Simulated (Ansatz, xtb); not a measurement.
Isomers of C4H8OSeSi in order of energy

7 gas-phase structures of C4H8OSeSi, from a drawn sample of its isomers (lower ones may exist). Each was relaxed with GFN2-xTB; where two conformers were screened, the lower at r2SCAN-D4/def2-SVP is listed:

A. `C#C[Si@H](O)[Se]CC`, a singlet
B. `[SiH3]O/C=C1/CC[Se]1`, a singlet
C. `O[SiH2][Se][C@@H]1C=CC1`, a singlet
D. `C=C[Se]C(=C)O[SiH3]`, a singlet
E. `C=C[Si@@H]1OCC[Se]1`, a singlet
F. `C=C1CO[Si@@H]1[Se]C`, a singlet
G. `[SiH3]O[C@@H]1CC=C[Se]1`, a singlet

Question: Make a reasoned guess at their ranking by r2SCAN-D4/def2-SVP single-point energy.

Answer: Calculated order at r2SCAN-D4/def2-SVP: E (0.000), F (0.784), A (0.873), C (1.003), G (1.203), B (1.815), D (2.170) eV.

Energies above the lowest of each column, in eV; the last columns are at PBE-D3(BJ)/def2-SVP geometries and were run for some of them only (a dash: not run or not comparable):

```json
{"structure": "E", "GFN2-xTB": "0.036", "HF/STO-3G": "0.000", "r2SCAN-D4/def2-SVP": "0.000", "PBE-D3(BJ)/def2-SVP": "0.000", "CCSD(T)/def2-SVP + ΔMP2/def2-TZVPP": "0.000"}
{"structure": "F", "GFN2-xTB": "0.785", "HF/STO-3G": "0.935", "r2SCAN-D4/def2-SVP": "0.784", "PBE-D3(BJ)/def2-SVP": "0.713", "CCSD(T)/def2-SVP + ΔMP2/def2-TZVPP": "0.795"}
{"structure": "A", "GFN2-xTB": "1.063", "HF/STO-3G": "1.689", "r2SCAN-D4/def2-SVP": "0.873", "PBE-D3(BJ)/def2-SVP": "0.933", "CCSD(T)/def2-SVP + ΔMP2/def2-TZVPP": "0.526"}
{"structure": "C", "GFN2-xTB": "0.383", "HF/STO-3G": "1.909", "r2SCAN-D4/def2-SVP": "1.003", "PBE-D3(BJ)/def2-SVP": "–", "CCSD(T)/def2-SVP + ΔMP2/def2-TZVPP": "–"}
{"structure": "G", "GFN2-xTB": "0.000", "HF/STO-3G": "1.208", "r2SCAN-D4/def2-SVP": "1.203", "PBE-D3(BJ)/def2-SVP": "–", "CCSD(T)/def2-SVP + ΔMP2/def2-TZVPP": "–"}
{"structure": "B", "GFN2-xTB": "0.488", "HF/STO-3G": "1.830", "r2SCAN-D4/def2-SVP": "1.815", "PBE-D3(BJ)/def2-SVP": "–", "CCSD(T)/def2-SVP + ΔMP2/def2-TZVPP": "–"}
{"structure": "D", "GFN2-xTB": "1.123", "HF/STO-3G": "2.989", "r2SCAN-D4/def2-SVP": "2.170", "PBE-D3(BJ)/def2-SVP": "–", "CCSD(T)/def2-SVP + ΔMP2/def2-TZVPP": "–"}
```

CCSD(T)/def2-SVP + ΔMP2/def2-TZVPP puts E lowest of those it was run on; GFN2-xTB picks G. CCSD(T)/def2-SVP + ΔMP2/def2-TZVPP orders those it was run on as E (0.000), A (0.526), F (0.795) eV. Flexible structures stand in one conformer each, not always the lowest. Frequencies (GFN2-xTB) were run for A, E, F alone. The ΔMP2 step shifts differences by up to 0.170 eV, which makes them less sure. ΔMP2 is the change of the MP2 energy from the smaller to the larger basis.

Over these structures GFN2-xTB departs from r2SCAN-D4/def2-SVP by 0.551 eV on average once a common shift is removed. A GFN2-xTB relaxation took about 0.15 s and the r2SCAN-D4/def2-SVP energy about 2.4 s on a shared host (Ansatz 0.2.0, xtb 6.7.1).
